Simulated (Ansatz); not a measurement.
Reaction (ligand exchange at a B–S bond): `BSBC` + `[SH][GaH][Cl]` → `B[S][GaH][Cl]` + `CBS`

Computed with Ansatz on PBE0-D4/def2-TZVP structures; ΔE is electronic, products minus reactants. CCSD(T)/CBS adds triple-zeta CCSD(T) − MP2 to the extrapolated MP2 energy (def2 sets, frozen cores). DFT in def2-TZVPP. B3LYP here is the variant with VWN-RPA as its local correlation; programs differ in this. HSE06 is defined as in plane-wave codes. For Ga outer-core shells are correlated without core-valence functions, which leaves a few kJ/mol of doubt a bond. Scalar relativity is left out up to krypton. Each species was taken in one conformer, which may not be the lowest.

| level | ΔE (kJ/mol) | difference from CCSD(T)/CBS |
| --- | --- | --- |
| LDA (SPW92) | -19.2 | -4.9 |
| PBE-D4 | -18.4 | -4.1 |
| revPBE-D4 | -18.0 | -3.7 |
| BLYP-D4 | -17.3 | -3.0 |
| B97M-V | -15.1 | -0.8 |
| PBE0-D4 | -16.1 | -1.8 |
| B3LYP-D4 | -15.6 | -1.3 |
| r2SCANh-D4 | -15.5 | -1.2 |
| r2SCAN0-D4 | -14.8 | -0.5 |
| HSE06-D4 | -16.2 | -1.9 |
| BHLYP-D4 | -13.7 | 0.6 |
| CAM-B3LYP-D4 | -14.2 | 0.1 |
| ωB97X-V | -13.6 | 0.7 |
| B2PLYP | -14.6 | -0.3 |
| PBE-QIDH | -14.9 | -0.6 |
| PBE | -17.7 | -3.4 |
| revPBE | -17.0 | -2.7 |
| BLYP | -15.9 | -1.6 |
| r2SCAN | -16.0 | -1.7 |
| B3LYP | -14.4 | -0.1 |
| r2SCANh | -15.4 | -1.1 |
| r2SCAN0 | -14.7 | -0.4 |
| HSE06 | -15.6 | -1.3 |
| BHLYP | -12.2 | 2.1 |
| LC-ωPBE | -14.1 | 0.2 |
| RPA@PBE/def2-TZVPP | -16.5 | -2.2 |
| HF/def2-SVP | -10.6 | 3.7 |
| MP2/def2-SVP | -19.2 | -4.9 |
| CCSD/def2-SVP | -18.7 | -4.4 |
| CCSD(T)/def2-SVP | -20.2 | -5.9 |
| HF/def2-TZVPP | -8.3 | 6.0 |
| MP2/def2-TZVPP | -15.5 | -1.2 |
| SCS-MP2/def2-TZVPP | -14.6 | -0.3 |
| CCSD/def2-TZVPP | -14.5 | -0.2 |
| CCSD(T)/def2-TZVPP | -15.9 | -1.6 |
| HF/def2-QZVPP | -7.7 | 6.6 |
| MP2/def2-QZVPP | -14.4 | -0.1 |
| SCS-MP2/def2-QZVPP | -13.4 | 0.9 |
| MP2/CBS(def2) | -13.9 | 0.4 |
| CCSD/CBS(def2) | -12.9 | 1.4 |
| CCSD(T)/CBS | -14.3 | 0 |

Largest T1 diagnostic among the species: 0.013.

At CCSD(T), def2-SVP lies −5.9 kJ/mol from the extrapolated value and def2-TZVPP −1.6 kJ/mol. In def2-TZVPP, CCSD(T) changes the Hartree–Fock value by −7.6 kJ/mol (the triples alone add −1.3 kJ/mol) and MP2 by −7.3 kJ/mol. From BLYP to BHLYP (50 % exact exchange), in def2-TZVPP and without D4, ΔE moves by +3.7 kJ/mol.
